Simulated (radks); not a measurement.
The numbers below are computed, except where a source is named.
Ru XXII, configuration [Ar] 3d5.

Level of theory: scalar-relativistic Kohn-Sham, PBEsol, spin-polarised, spherical densities, finite nucleus; open shells are filled with parallel spins first (spin-orbit coupling, left out, can overturn this in heavy ions); Fermi nuclear charge, rms radius 4.4809 fm (a radial shooting solver on a logarithmic mesh with Libxc functionals).

Energy parts (eV):
| part | energy |
|---|---|
| total | -116702.788 |
| kinetic | 120900.587 |
| electron-nucleus | -263839.785 |
| Hartree | 29140.319 |
| exchange-correlation | -2903.910 |

Orbitals (lengths in bohr, moments of r in powers of bohr):
orbital  occ.  eigenvalue (eV)      <r^4>
1s up       1        -22685.18  5.918e-06
1s down     1        -22685.03  5.917e-06
2s up       1        -3908.819   0.001056
2s down     1        -3896.953   0.001049
2p up       3        -3582.469  0.0007540
2p down     3        -3573.518  0.0007466
3s up       1        -1219.527    0.04038
3s down     1        -1205.428    0.04111
3p up       3        -1112.825    0.04059
3p down     3        -1098.344    0.04151
3d up       5        -953.1653    0.03241
3d down     0        -935.9350    0.03366

The highest occupied level is 3d up at -953.17 eV. For comparison, the ionisation energy in NIST's Atomic Spectra Database is 981 eV (theoretical). In exact Kohn-Sham theory the highest level is minus the ionisation energy, but local and semilocal functionals leave it too shallow, through self-interaction and a potential that decays too fast; potentials with the right tail come closer. Spin moment in Bohr magnetons: 5.
